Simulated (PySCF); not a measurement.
Gd(57+): ionisation energy

Gd(57+) [He] 2s2 2p3 (4S) → Gd(58+) [He] 2s2 2p2 (3P), as a difference of total energies. All numbers are calculated (PySCF 2.14, the non-relativistic Hamiltonian (point nucleus), in an uncontracted even-tempered set (17 s from 34 bohr⁻², ratio 2.2; 10 p from 44 bohr⁻², ratio 2.2; 5 d from 170 bohr⁻², ratio 2.4; 5 f from 250 bohr⁻², ratio 2.4; 4 g from 380 bohr⁻², ratio 2.4)). Correlated levels: nothing frozen; virtual orbitals above 40 to 60 times the deepest correlated orbital energy dropped. The calculations carry no spin-orbit coupling.

```csv
method,ionisation energy (eV)
UHF,12083.0
LDA,12076.0
PBE,12077.6
PBE0,12079.3
r2SCAN,12083.1
revPBE,12077.3
TPSS,12077.4
MP2 (all electrons),12081.5
SCS-MP2 (all electrons),12080.6
```

Spin-orbit coupling is strong in these open shells (close to jj coupling). The scalar numbers leave it out and a first-order estimate fails, so it can dominate the gap to the real levels.

The gap to the reference is mostly relativistic.

For comparison: 12147 ± 6 eV (theoretical estimate listed by NIST; NIST Atomic Spectra Database, ionization energies).
